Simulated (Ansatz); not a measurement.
Job for Ansatz (a first-principles code): R-PBE/def2-TZVPP on CH5NSn (SMILES [CH3][Sn][NH2]), a point of a torsion scan. Elements past Kr take the def2 small-core potentials; no spin–orbit coupling.

Ansatz 0.2 input:
```yaml
crystal:
  periodic: [false, false, false]
  atoms:
    - {symbol: C, position_ang: [1.34305231, -0.13240774, 0.13594762]}
    - {symbol: Sn, position_ang: [-0.22908607, 1.44962118, 0.58139541]}
    - {symbol: N, position_ang: [-1.81365400, 0.41434602, -0.27223682]}
    - {symbol: H, position_ang: [1.60055149, -0.10595595, -0.92432172]}
    - {symbol: H, position_ang: [2.26946048, -0.00158979, 0.69583482]}
    - {symbol: H, position_ang: [0.97172182, -1.13524919, 0.35023353]}
    - {symbol: H, position_ang: [-2.35950648, 0.78345505, -1.03830462]}
    - {symbol: H, position_ang: [-1.66570854, -0.56245564, -0.49942799]}
basis:
  gaussian:
    orbitals: def2-TZVPP
hamiltonian:
  xc: {name: PBE}
scf: {lower_state_search: off}
```

Output:

```
WARN ansatz: RAYON_NUM_THREADS=1 ignored (pool sized by the plan → 1); use --threads N
Functional definition: PBE
these checks for a lower state are left out or cut short: stability, starts, cluster_reference, orbital_swaps, neighbouring_geometries, increment
integrals: 0.08 GiB planned
1018 factors; their error is unknown
mean field: 0.64 GiB planned
mean field evaluation 1: about -8415.5936 eV, gradient 1.0e2 eV
mean field evaluation 2: about -8308.3677 eV, gradient 1.9e2 eV
mean field evaluation 4: about -8435.4624 eV, gradient 3.1e1 eV
mean field evaluation 8: about -8437.7813 eV, gradient 2.9e-1 eV
mean field evaluation 16: about -8437.7662 eV, gradient 4.9e-4 eV
mean field -8437.76619565 eV, -310.0821883669 hartree, gradient 4.0e-6 eV, S^2 0.000000; 0 other end points of the search recorded, 0 dependent functions left out
reference -8437.76623751 eV, -310.0821899052 hartree; 20, 20 occupied and 162, 162 virtual orbitals, 1018 factors
Total energy: -8437.76623751 eV, -310.0821899052 hartree
Checks for a lower state left out: stability, starts, cluster_reference, orbital_swaps, neighbouring_geometries, increment
```

The calculation finished and met its thresholds.

Cost: very roughly 1.6 core-seconds.
